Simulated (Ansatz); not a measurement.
This geometry of C2H8BOPSi (14 atoms, charge 0, multiplicity 1) is a first-order saddle point.

Theory: RKS B3LYP-D4/STO-3G in Ansatz.

```xyz
14
Properties=species:S:1:pos:R:3
P -0.574 -2.462 0.217
B -0.163 -0.789 0.038
C 1.251 -0.258 -0.506
O 1.139 1.123 -1.063
C 0.302 1.922 -0.128
Si -1.166 0.836 0.417
H -1.780 -2.951 0.694
H 0.233 -3.546 -0.096
H 1.696 -0.861 -1.323
H 1.999 -0.267 0.327
H 0.904 2.244 0.752
H 0.027 2.838 -0.683
H -2.329 1.070 -0.411
H -1.551 1.071 1.793
```

Problem. Which two structures does it join? (They come from a converged band through this point; their orientation in space is the band's.)

Solution. No bond is made or broken. The height of P1 over the plane of its neighbours goes from -0.74 to 0.74 Å.

Image 0:

```xyz
14
Properties=species:S:1:pos:R:3
P -0.784 -2.588 -0.224
B -0.241 -0.826 -0.095
C 1.186 -0.301 -0.573
O 1.171 1.125 -1.013
C 0.327 1.888 -0.053
Si -1.195 0.823 0.363
H -1.474 -2.711 0.993
H 0.389 -3.234 0.200
H 1.639 -0.866 -1.415
H 1.894 -0.426 0.290
H 0.910 2.129 0.865
H 0.102 2.849 -0.553
H -2.316 1.144 -0.494
H -1.622 0.963 1.739
```

Image 10:

```xyz
14
Properties=species:S:1:pos:R:3
P -0.447 -2.595 0.608
B -0.146 -0.834 0.129
C 1.239 -0.299 -0.455
O 1.144 1.078 -1.022
C 0.306 1.894 -0.103
Si -1.151 0.813 0.474
H -1.793 -2.710 0.227
H 0.084 -3.244 -0.519
H 1.680 -0.919 -1.262
H 1.986 -0.318 0.383
H 0.912 2.241 0.765
H 0.023 2.795 -0.679
H -2.315 1.004 -0.365
H -1.535 1.065 1.847
```

Problem. How far does it lie above each of them?

Solution. 0.54 eV above the first and 0.53 eV above the second. This is the barrier of this one path; another mechanism may lie lower. Limits of this set-up: minimal basis.

Time of the run: 110 s on 1 thread of Intel(R) Xeon(R) 6975P-C (Granite Rapids) (shared host), peak memory 0.15 GiB.
